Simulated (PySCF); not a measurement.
hydrogen iodide (HI), SMILES I. Atoms are numbered in the order given.

```xyz
2

I      0.0000     0.0000    -0.0299
H      0.0000     0.0000     1.5855
```

The structure is a stationary point at B3LYP-D3(BJ)/def2-TZVPD. The def2 effective core potentials stand for the cores of I; spin–orbit coupling is left out.

Computed with PySCF with HF/def2-TZVPD.

Mulliken values depend strongly on the basis, most of all with diffuse functions as here. ESP charges are fitted to the potential on shells at 1.4 to 2.0 van der Waals radii. Atomic charges (e):

```csv
atom,ESP fit,Mulliken
I1,___,-0.14
H2,___,0.14
```

Complete the blanks. (Estimate from the structure and the level; the computed values follow.)


- I1, ESP fit: -0.13
- H2, ESP fit: 0.13
